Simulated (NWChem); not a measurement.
Molecule: C₂H₆OSe; SMILES C(C)[Se]O

```xyz
10

Se    -0.3709    -0.6597     0.0778
C     -0.4839     1.2249    -0.5125
C      0.3652     2.1815     0.3161
H     -1.5540     1.4564    -0.4426
H     -0.2035     1.2457    -1.5689
H      1.4190     1.8860     0.2802
H      0.0457     2.1962     1.3633
H      0.2928     3.2021    -0.0811
O      1.4341    -0.9085    -0.2085
H      1.8511    -0.7262     0.6501
```
Atoms are numbered in this order, from 1.

Computed with NWChem. All runs use the structure optimised with B3LYP/6-31G* (spherical d). Total energies of different functionals are on different scales.

```csv
level,energy (Ha),highest occupied level (eV),orbital gap (eV),dipole (D),relative time
PBE/def2-TZVP,-2556.0960,-5.16,3.19,2.05,1
B3LYP/def2-TZVP,-2556.6875,-6.15,4.91,2.15,1
TPSSh/def2-TZVP,-2556.5863,-5.74,4.31,2.14,1
BLYP/def2-TZVP,-2556.6257,-5.02,3.14,2.04,1
CAM-B3LYP/def2-TZVP,-2556.6965,-7.73,7.84,2.22,9
```

Relative times are rough (shared machine, one core).
